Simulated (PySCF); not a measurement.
C4H7BO2, SMILES CB(O)OC=C=C. Heavy atoms are numbered as in [CH2:1]=[C:2]=[CH:3][O:4][B:5]([CH3:6])[OH:7]. Hydrogens are named by the atom that carries them.

Geometry: B3LYP-D3(BJ)/def2-SVP. The structure was generated by enumeration, and PubChem lists no compound with its InChIKey, so it may never have been made. Other conformers were not sampled.

The numbers are results of PBE/pcSseg-1 in PySCF, not measurements.

GIAO shieldings, no solvent; atoms alike by connectivity are averaged. δ = σ(ref) − σ: ¹³C against TMS (σ = 182.0 ppm); ¹⁷O against H2O (σ = 334.3 ppm); ¹¹B against BF3 (σ = 83.9 ppm); ¹H against TMS (σ = 31.49 ppm), references at their B3LYP-D3(BJ)/def2-TZVP geometries, non-relativistic.

| atoms | nucleus | count | δ (ppm) |
|---|---|---|---|
| C2 | ¹³C | 1 | 219.8 |
| C3 (CH) | ¹³C | 1 | 121.1 |
| C1 (CH2) | ¹³C | 1 | ___ |
| C6 (CH3) | ¹³C | 1 | 1.1 |
| O4 | ¹⁷O | 1 | ___ |
| O7 (OH) | ¹⁷O | 1 | ___ |
| B5 | ¹¹B | 1 | ___ |
| H on C3 | ¹H | 1 | 8.04 |
| H on C1 | ¹H | 2 | 5.93 |
| H on O7 | ¹H | 1 | ___ |
| H on C6 | ¹H | 3 | 0.58 |

Q: What belongs in the gaps? (Estimate from the structure and the level; the computed values follow.)

A: 
- C1 (CH2), δ (ppm): 93.2
- O4, δ (ppm): 172.2
- O7 (OH), δ (ppm): 148.4
- H on O7, δ (ppm): 4.30
- B5, δ (ppm): 17.4
